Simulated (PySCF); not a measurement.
## Vibration and rotation of NaI

RHF-CCSD(T) constants of NaI, ¹Σ⁺ (singlet), closed shell (Na x2c-SVPall, I x2c-SVPall; spin-free X2C with a Gaussian nucleus (PySCF 2.14); masses 22.9898 and 126.9045 u):

* ωe: 258.8 cm⁻¹
* ωexe: 0.758 cm⁻¹
* Be: 0.11538 cm⁻¹
* αe: 0.000597 cm⁻¹
* D (centrifugal): 9.17e-08 cm⁻¹
* De to Na + I: 3.10 eV

Q: Give the vibrational terms G(v) and spacings up to v = 6.

A: G(v) = ωe(v+½) − ωexe(v+½)².

| v | G(v) (cm⁻¹) | G(v) − G(v−1) | Bv (cm⁻¹) |
| --- | --- | --- | --- |
| 0 | 129.2 |  | 0.1151 |
| 1 | 386.5 | 257.3 | 0.1145 |
| 2 | 642.3 | 255.8 | 0.1139 |
| 3 | 896.5 | 254.3 | 0.1133 |
| 4 | 1149.3 | 252.7 | 0.1127 |
| 5 | 1400.5 | 251.2 | 0.1121 |
| 6 | 1650.2 | 249.7 | 0.1115 |

Q: How well does the Morse estimate ωe²/(4ωexe) reproduce De, and what is D0?

A: It gives 2.74 eV, 88 % of the computed De. D0 = De − G(0) = 3.10 − 0.02 = 3.08 eV.

Correlated steps freeze 19 core orbitals. Correlated levels converge slowly with the basis: in double zeta they bind strong bonds too weakly, by up to about 1 eV, and carry superposition errors of some tenths. Spin–orbit coupling is left out, which matters for elements this heavy, above all for dissociation energies. Where the molecule has an RHF reference, its open-shell atoms are computed with UHF.
